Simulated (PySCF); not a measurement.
PySCF input (TPSSh/def2-TZVPD):

```python
from pyscf import gto, scf, dft

mol = gto.M(
    atom='''
    Si    0.31900498    0.02338782   -0.31261708
    Br   -0.98133539   -0.50667548    1.41757470
    O    -0.21328838    1.41670935   -0.96121137
    C    -0.43083111    2.63524937   -0.26089883
    O     1.82503044    0.10938610    0.27623527
    C     2.99234947    0.26923151   -0.52709338
    O     0.25643796   -1.11008092   -1.46640885
    C    -0.88849881   -1.43071882   -2.24876189
    H    -0.73369693    3.38661122   -0.98867576
    H    -1.22072235    2.51682247    0.48385483
    H     0.48155489    2.96890157    0.23932597
    H     2.93817762    1.18528321   -1.12077731
    H     3.11941047   -0.58337303   -1.19666681
    H     3.84741700    0.33039004    0.14416320
    H    -1.68321255   -1.83659734   -1.61853178
    H    -1.26032007   -0.54822165   -2.77310159
    H    -0.59149672   -2.18429274   -2.97646191
    ''',
    basis='def2-tzvpd',
    charge=0,
    spin=0,
    verbose=4,
)

mf = dft.RKS(mol, xc='tpssh').density_fit(auxbasis='def2-universal-jkfit')
mf.grids.level = 3
mf.conv_tol = 1e-9
mf.max_cycle = 100
mf.max_memory = 1500
mf.kernel()
if not mf.converged:
    mf = mf.newton()
    mf.kernel(mf.make_rdm1())
mf.analyze()
```

End of the output:

```
Extra cycle  E= -3209.32262835775  delta_E= 1.21e-10  |g|= 3.13e-05  |ddm|= 4.25e-05
converged SCF energy = -3209.32262835775
**** SCF Summaries ****
Total Energy =                       -3209.322628357750546
Nuclear Repulsion Energy =             792.105423970011657
One-electron Energy =                -6033.965360440219229
Two-electron Energy =                 2032.537308112456913
Two-electron Coulomb Energy =         2190.413506976170083
DFT Exchange-Correlation Energy =     -157.876198863713228
HOMO-LUMO gap [eV] =                     7.290266262143361
**** MO energy ****
MO #1   energy= -482.54487665786   occ= 2
MO #2   energy= -66.0437815813921  occ= 2
MO #3   energy= -62.2585818968739  occ= 2
MO #4   energy= -56.0441339804411  occ= 2
MO #5   energy= -56.042041527841   occ= 2
MO #6   energy= -56.0419732854407  occ= 2
MO #7   energy= -19.0633183725895  occ= 2
MO #8   energy= -19.0627448863734  occ= 2
MO #9   energy= -19.0613683540999  occ= 2
MO #10  energy= -10.167533382302   occ= 2
MO #11  energy= -10.1675302512805  occ= 2
MO #12  energy= -10.1657305554762  occ= 2
MO #13  energy= -8.60488929126717  occ= 2
MO #14  energy= -6.42348287690337  occ= 2
MO #15  energy= -6.4169137359298   occ= 2
MO #16  energy= -6.41671599141262  occ= 2
MO #17  energy= -5.26586218976006  occ= 2
MO #18  energy= -3.61506871755458  occ= 2
MO #19  energy= -3.61303492106852  occ= 2
MO #20  energy= -3.61278823934158  occ= 2
MO #21  energy= -2.54761770682817  occ= 2
MO #22  energy= -2.54574029580605  occ= 2
MO #23  energy= -2.54559393662305  occ= 2
MO #24  energy= -2.54045333218664  occ= 2
MO #25  energy= -2.54043795998946  occ= 2
MO #26  energy= -1.02012296898614  occ= 2
MO #27  energy= -0.993012054083456 occ= 2
MO #28  energy= -0.992450858689238 occ= 2
MO #29  energy= -0.746813049912937 occ= 2
MO #30  energy= -0.688540452328594 occ= 2
MO #31  energy= -0.674581705639089 occ= 2
MO #32  energy= -0.671922671278426 occ= 2
MO #33  energy= -0.525804259190487 occ= 2
MO #34  energy= -0.479756140563755 occ= 2
MO #35  energy= -0.477024521918012 occ= 2
MO #36  energy= -0.453640896592526 occ= 2
MO #37  energy= -0.44439601130637  occ= 2
MO #38  energy= -0.441527035792722 occ= 2
MO #39  energy= -0.433465621764219 occ= 2
MO #40  energy= -0.430049364641282 occ= 2
MO #41  energy= -0.424640338970902 occ= 2
MO #42  energy= -0.373573359572645 occ= 2
MO #43  energy= -0.328883582684294 occ= 2
MO #44  energy= -0.314243338179854 occ= 2
MO #45  energy= -0.308283479469658 occ= 2
MO #46  energy= -0.297569970085074 occ= 2
MO #47  energy= -0.294782784758859 occ= 2
MO #48  energy= -0.285972664853967 occ= 2
MO #49  energy= -0.278465064387984 occ= 2
MO #50  energy= -0.273488094664524 occ= 2
MO #51  energy= -0.00557574882572294 occ= 0
MO #52  energy= 0.00937903079781874 occ= 0
MO #53  energy= 0.0146571874218267 occ= 0
MO #54  energy= 0.0170861818173948 occ= 0
MO #55  energy= 0.0324527298484618 occ= 0
MO #56  energy= 0.0399114856855396 occ= 0
MO #57  energy= 0.0431477013313004 occ= 0
MO #58  energy= 0.0492765818638457 occ= 0
MO #59  energy= 0.0525163255350558 occ= 0
MO #60  energy= 0.0540629203775846 occ= 0
MO #61  energy= 0.0657104777965334 occ= 0
MO #62  energy= 0.0717304894684316 occ= 0
MO #63  energy= 0.0810223355872886 occ= 0
MO #64  energy= 0.0826205986332703 occ= 0
MO #65  energy= 0.0872898770153085 occ= 0
MO #66  energy= 0.090858037593608  occ= 0
MO #67  energy= 0.0956980110196206 occ= 0
MO #68  energy= 0.0992242009597804 occ= 0
MO #69  energy= 0.10775047190436   occ= 0
MO #70  energy= 0.116914626166328  occ= 0
MO #71  energy= 0.119271316298958  occ= 0
MO #72  energy= 0.125645522821869  occ= 0
MO #73  energy= 0.13271109594883   occ= 0
MO #74  energy= 0.138614260949783  occ= 0
MO #75  energy= 0.146639901302842  occ= 0
MO #76  energy= 0.151245254056403  occ= 0
MO #77  energy= 0.156670484308921  occ= 0
MO #78  energy= 0.166280417134723  occ= 0
MO #79  energy= 0.16953737502912   occ= 0
MO #80  energy= 0.170002639846966  occ= 0
MO #81  energy= 0.180567997675959  occ= 0
MO #82  energy= 0.184340545057722  occ= 0
MO #83  energy= 0.189663768609551  occ= 0
MO #84  energy= 0.198964146405118  occ= 0
MO #85  energy= 0.202814209463265  occ= 0
MO #86  energy= 0.208938646258957  occ= 0
MO #87  energy= 0.212821181822048  occ= 0
MO #88  energy= 0.215223873096592  occ= 0
MO #89  energy= 0.221688097948304  occ= 0
MO #90  energy= 0.225704725185622  occ= 0
MO #91  energy= 0.231032307660314  occ= 0
MO #92  energy= 0.236078136829049  occ= 0
MO #93  energy= 0.23692492742605   occ= 0
MO #94  energy= 0.241954881206002  occ= 0
MO #95  energy= 0.250673814821269  occ= 0
MO #96  energy= 0.253025117326204  occ= 0
MO #97  energy= 0.258240867240215  occ= 0
MO #98  energy= 0.265103827331968  occ= 0
MO #99  energy= 0.26851731771649   occ= 0
MO #100 energy= 0.270226111398017  occ= 0
MO #101 energy= 0.276284210467224  occ= 0
MO #102 energy= 0.282629418481041  occ= 0
MO #103 energy= 0.285912327146186  occ= 0
MO #104 energy= 0.286126034844028  occ= 0
MO #105 energy= 0.292901133720875  occ= 0
MO #106 energy= 0.297638430973947  occ= 0
MO #107 energy= 0.303083064787341  occ= 0
[...]
```
